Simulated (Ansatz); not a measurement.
Consider the substitution at a C–Sn bond: `C#[C][SnH2][CH3]` + `C=CN[SiH2]Cl` → `C=CN(C)[SiH2]Cl` + `C#[C][SnH3]`.

Program: Ansatz. Geometries: PBE0-D4/def2-TZVP. ΔE: electronic, gas phase. CBS: MP2 limit from def2 TZ/QZ plus the TZ coupled-cluster correction, frozen cores. Functionals use def2-TZVPP. Elements past krypton have def2 core potentials. For Sn outer-core shells are correlated without core-valence functions, which leaves a few kJ/mol of doubt a bond. Each species was taken in one conformer, which may not be the lowest.

| level | ΔE (eV) |
| --- | --- |
| r2SCAN0-D4 | 0.52 |
| ωB97X-V | 0.49 |

**Question.** What does CCSD(T)/CBS give? (An estimate is asked.)

**Answer.** Computed: +0.58 eV. The listed levels differ from it by -0.06, -0.09 eV.

Largest T1 diagnostic among the species: 0.014.

Leaving LDA and LC-ωPBE aside and taking each functional with its dispersion term where it has one, the values, not all of them listed here, spread over 0.10 eV, from revPBE-D4 to B2PLYP. LDA lies −0.17 eV from PBE without D4. From BLYP to BHLYP (50 % exact exchange), in def2-TZVPP and without D4, ΔE moves by −0.05 eV. At CCSD(T), def2-SVP lies −0.25 eV from the extrapolated value and def2-TZVPP −0.06 eV.
